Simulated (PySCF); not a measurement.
Si(AsH2)(F)2(H) (AsF₂H₃Si), SMILES F[SiH](F)[AsH2].

The structure is a stationary point at PBE-D3(BJ)/def2-SVP.

These are PBE-D3(BJ)/def2-SVP (PySCF 2.14.0) values and carry that method's errors.

Frequencies are harmonic and unscaled.

Computed harmonic wavenumbers and intensities:
```json
[
 {"mode": "1", "ν (cm⁻¹)": "102", "IR (km/mol)": "0.2", "moving atoms (share of kinetic energy)": "H 90 %"},
 {"mode": "2", "ν (cm⁻¹)": "139", "IR (km/mol)": "2.0", "moving atoms (share of kinetic energy)": "F 69 %, Si 13 %, As 10 %"},
 {"mode": "3", "ν (cm⁻¹)": "180", "IR (km/mol)": "7.0", "moving atoms (share of kinetic energy)": "F 61 %, As 30 %"},
 {"mode": "4", "ν (cm⁻¹)": "302", "IR (km/mol)": "19.3", "moving atoms (share of kinetic energy)": "F 65 %, Si 29 %"},
 {"mode": "5", "ν (cm⁻¹)": "368", "IR (km/mol)": "12.3", "moving atoms (share of kinetic energy)": "Si 53 %, H 21 %, As 16 %, F 10 %"},
 {"mode": "6", "ν (cm⁻¹)": "585", "IR (km/mol)": "3.8", "moving atoms (share of kinetic energy)": "H 80 %, Si 12 %"},
 {"mode": "7", "ν (cm⁻¹)": "609", "IR (km/mol)": "10.1", "moving atoms (share of kinetic energy)": "H 96 %"},
 {"mode": "8", "ν (cm⁻¹)": "782", "IR (km/mol)": "153.6", "moving atoms (share of kinetic energy)": "H 80 %, F 14 %"},
 {"mode": "9", "ν (cm⁻¹)": "794", "IR (km/mol)": "6.2", "moving atoms (share of kinetic energy)": "H 85 %, F 15 %"},
 {"mode": "10", "ν (cm⁻¹)": "841", "IR (km/mol)": "240.2", "moving atoms (share of kinetic energy)": "F 54 %, Si 39 %"},
 {"mode": "11", "ν (cm⁻¹)": "937", "IR (km/mol)": "141.3", "moving atoms (share of kinetic energy)": "Si 49 %, F 42 %, H 9 %"},
 {"mode": "12", "ν (cm⁻¹)": "951", "IR (km/mol)": "17.0", "moving atoms (share of kinetic energy)": "H 99 %"},
 {"mode": "13", "ν (cm⁻¹)": "2118", "IR (km/mol)": "50.5", "moving atoms (share of kinetic energy)": "H 99 %"},
 {"mode": "14", "ν (cm⁻¹)": "2134", "IR (km/mol)": "68.9", "moving atoms (share of kinetic energy)": "H 99 %"},
 {"mode": "15", "ν (cm⁻¹)": "2192", "IR (km/mol)": "136.9", "moving atoms (share of kinetic energy)": "H 97 %"}
]
```
